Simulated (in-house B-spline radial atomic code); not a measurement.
The numbers below are computed, except where a source is named.
# Mo6+ at several levels of theory

Ground configuration [Ar] 3d10 4s2 4p6. All numbers come from a B-spline radial code for spherical atoms, all electrons, at the radial basis limit. Mean-field, RPA, GW and linear-response runs are scalar-relativistic (one-electron X2C), no spin-orbit coupling, without Breit or QED terms, open shells spin-polarised at highest spin; the many-body runs on Dirac-Hartree-Fock orbitals are four-component, and their energies hold both.

**Ionisation energy.** The reference is 125.638 ± 0.025 eV (NIST, semi-empirical). It runs between the lowest fine-structure levels, while the runs without spin-orbit coupling give shell averages, so part of their difference is this splitting, and a close match can be a cancellation.

```tsv
method	value (eV)	minus reference (eV)
minus the highest LDA VWN5 level	117.27	-8.37
minus the highest PBE level	117.14	-8.50
G0W0 on PBE	126.70	+1.06
minus the highest r2SCAN level	117.99	-7.65
minus the highest PBE0 level	119.77	-5.87
G0W0 on PBE0	126.80	+1.16
minus the highest B3LYP (VWN-RPA) level	119.21	-6.43
minus the highest CAM-B3LYP level	121.17	-4.47
minus the highest LC-wPBE level	122.54	-3.10
minus the highest Hartree-Fock level	126.16	+0.53
G0W0 on Hartree-Fock	127.06	+1.42
Dirac-Fock + self-energy with TDHF screening (4p3/2)	125.70	+0.06
```

(1) Which methods come closest, and which lies farthest off?

**Static dipole polarisability and C6** of two like species, by linear response (no reference value is at hand):

```json
{"method": "LDA VWN5", "α (bohr³)": "1.784", "C6 (hartree·bohr⁶)": "4.949"}
{"method": "PBE", "α (bohr³)": "1.791", "C6 (hartree·bohr⁶)": "4.979"}
{"method": "PBE0", "α (bohr³)": "1.787", "C6 (hartree·bohr⁶)": "4.967"}
{"method": "B3LYP (VWN-RPA)", "α (bohr³)": "1.789", "C6 (hartree·bohr⁶)": "4.973"}
{"method": "CAM-B3LYP", "α (bohr³)": "1.79", "C6 (hartree·bohr⁶)": "4.974"}
{"method": "LC-wPBE", "α (bohr³)": "1.79", "C6 (hartree·bohr⁶)": "4.978"}
{"method": "TDHF", "α (bohr³)": "1.788", "C6 (hartree·bohr⁶)": "4.978"}
{"method": "relativistic RPA (four-component TDHF)", "α (bohr³)": "1.789", "C6 (hartree·bohr⁶)": "4.98"}
```

(2) What mean excitation energy do α and C6 imply in London's formula C6 = (3/4) α² ω?

Run times on one thread of shared hosts: mean field, RPA, SOSEX and G0W0 on PBE, 1 s (AMD EPYC 9R45 96-Core Processor); TDDFT with PBE, 0.9 s (AMD EPYC 9R14 (Zen 4)); removal energies by the self-energy, 30 s (Arm Neoverse V2).

Results:

(1) Closest: Dirac-Fock + self-energy with TDHF screening (4p3/2) (+0.06 eV) and minus the highest Hartree-Fock level (+0.53 eV). Farthest: minus the highest PBE level (-8.50 eV). The TDHF-screened form was chosen among four for its agreement on 13 closed-shell atoms.

(2) LDA VWN5: ω = 2.073 hartree; relativistic RPA (four-component TDHF): ω = 2.075 hartree. A method that puts the excitations lower gives a larger α and a smaller ω.
